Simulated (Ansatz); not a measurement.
Consider the ligand exchange at the Al–S bond: `[SH][Al]([SH])[Cl]` + silanol → `[SiH3][O][Al]([SH])[Cl]` + H₂S.

Program: Ansatz. Geometries: PBE0-D4/def2-TZVP. ΔE: electronic, gas phase. CCSD(T)/CBS adds triple-zeta CCSD(T) − MP2 to the extrapolated MP2 energy (def2 sets, frozen cores). This one scheme is used for every species. Functionals use def2-TZVPP. One conformer a species, not always the lowest.

`[SH][Al]([SH])[Cl]`:

Z-matrix (Å, degrees):
```
Al
S 1 2.166
Cl 1 2.091 2 120.3
S 1 2.166 2 119.4 3 -180.0
H 2 1.345 1 92.0 3 0.3
H 4 1.345 1 92.0 2 -179.7
```

`O[SiH3]`:

Cartesian coordinates in Å:
```
O 0.034 -1.275 -0.122
Si 0.031 0.372 -0.129
H -0.168 -1.719 0.702
H -1.303 0.921 0.240
H 0.374 0.773 -1.513
H 1.033 0.929 0.821
```

`[SiH3][O][Al]([SH])[Cl]`:

Cartesian coordinates in Å:
```
Si -0.860 1.224 0.928
O -0.104 0.076 0.053
Al 0.293 -1.169 -0.983
S 2.340 -1.829 -1.194
Cl -1.177 -2.125 -2.104
H -2.020 0.639 1.649
H 0.091 1.793 1.919
H -1.337 2.311 0.033
H 2.773 -0.919 -0.302
```

H₂S:

Z-matrix (Å, degrees):
```
S
H 1 1.341
H 1 1.341 2 92.3
```

```
             level  ΔE (eV)
           ωB97X-V    -0.49
           ωB97M-V    -0.48
          PBE-QIDH    -0.43
               PBE    -0.34
           r2SCANh    -0.45
         CAM-B3LYP    -0.57
RPA@PBE/def2-TZVPP    -0.54
    MP2/def2-TZVPP    -0.48
```

What does CCSD(T)/CBS give? (Estimate.)

Computed: -0.48 eV. The listed levels differ from it by -0.01, 0.00, 0.05, 0.14, 0.03, -0.09, -0.06, 0.00 eV.

Largest T1 diagnostic among the species: 0.011.

Leaving LDA and LC-ωPBE aside and taking each functional with its dispersion term where it has one, the values, not all of them listed here, spread over 0.24 eV, from BHLYP-D4 to revPBE-D4. From PBE to PBE0 (25 % exact exchange), in def2-TZVPP and without D4, ΔE moves by −0.04 eV. In def2-TZVPP, CCSD(T) changes the Hartree–Fock value by +0.12 eV (the triples alone add +0.03 eV) and MP2 by +0.15 eV.
